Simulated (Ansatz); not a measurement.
`CC(=O)O[SiH2]F` + HI → `CC(=O)I` + `O[SiH2]F` at 400 K and 1 bar (substitution at a C–O bond).

Calculated with Ansatz (gas phase, PBE0-D4/def2-TZVP geometries, no zero-point term in ΔE). CBS: MP2 limit from def2 TZ/QZ plus the TZ coupled-cluster correction, frozen cores. def2 core potentials past Kr. For I outer-core shells are correlated without core-valence functions, which leaves a few kJ/mol of doubt a bond. Each species was taken in one conformer, which may not be the lowest.

| species | CCSD(T)/CBS energy (Eh) | H − E (kJ/mol) | S (J/(mol·K)) |
| --- | --- | --- | --- |
| `CC(=O)O[SiH2]F` | -618.45411 | 224.6 | 392.9 |
| HI | -298.03592 | 25.7 | 215.0 |
| `CC(=O)I` | -450.52099 | 145.2 | 337.1 |
| `O[SiH2]F` | -465.96250 | 110.6 | 296.9 |

H − E and S are ideal-gas, rigid-rotor, harmonic terms from PBE0-D4/def2-TZVP, for one conformer and one mirror image of each species. 1 Eh = 2625.50 kJ/mol, R = 8.31446 J/(mol·K).

Question: By hand: ΔE, ΔH, ΔS and ΔG.

Answer: ΔE = (-450.52099) + (-465.96250) − (-618.45411) − (-298.03592) = 0.00654 Eh = 17.2 kJ/mol. Δ(H − E) = 145.2 + 110.6 − 224.6 − 25.7 = 5.5, so ΔH = 22.7 kJ/mol. ΔS = 337.1 + 296.9 − 392.9 − 215.0 = 26.1 J/(mol·K). ΔG = 22.7 − 400 × (26.1)/1000 = 12.3 kJ/mol.

Question: By hand: the equilibrium constant, and the temperature at which ΔG would vanish if ΔH and ΔS stayed fixed.

Answer: log₁₀ K = −ΔG/(RT ln 10) = -1.6. ΔG = 0 at ΔH/ΔS = 870 K.

TΔS isn't small against ΔH here. A doubt of 5 kJ/mol in ΔE shifts log₁₀ K by 0.7 here. Other conformers and mirror images would add mixing entropy, several J/(mol·K) or more a flexible species. These are equilibria of isolated gas molecules and say nothing of rates. Largest T1 diagnostic: 0.014 (customary marks: 0.02 for closed shells, 0.045 for open ones).
